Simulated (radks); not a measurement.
Q: The mean radii <r> (bohr) of the occupied orbitals of an atom or ion are listed with their occupations. Calculated with a radial shooting solver on a logarithmic mesh with Libxc functionals: scalar-relativistic Kohn-Sham, XLYP, spin-polarised, spherical densities, point nucleus.

orbital  occ.     <r>
1s up       1  0.1580
1s down     1  0.1577
2s up       1  0.8239
2s down     1  0.8386
2p up       3  0.8015
2p down     1  0.8279

Name the element and its charge. Open shells, if any, are filled with parallel spins first.

A: Z = 10, neon, charge +2: Ne2+ in [He] 2s2 2p4. The 1s radius gives Z: for a bare nucleus <r> = (2 gamma + 1)/(2Z) with gamma = sqrt(1 - (Z/c)^2), 0.1497 bohr for Z = 10, and screening makes it slightly larger (0.1580 here). The occupations add up to 8, and the charge is Z minus that.
